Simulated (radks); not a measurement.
Problem. The mean radii <r> (bohr) of the occupied orbitals of an atom or ion are listed with their occupations. Calculated with a radial shooting solver on a logarithmic mesh with Libxc functionals: non-relativistic Kohn-Sham, PBE, spin-polarised, spherical densities, point nucleus.

| orbital | occ. | <r> |
|---|---|---|
| 1s up | 1 | 0.1763 |
| 1s down | 1 | 0.1757 |
| 2s up | 1 | 0.8349 |
| 2p up | 2 | 0.7695 |

Name the element and its charge. Open shells, if any, are filled with parallel spins first.

Solution. Z = 9, fluorine, charge +4: F4+ in [He] 2s1 2p2. The 1s radius gives Z: for a bare nucleus <r> = 1.5/Z, 0.1667 bohr for Z = 9, and screening makes it slightly larger (0.1763 here). The occupations add up to 5, and the charge is Z minus that.
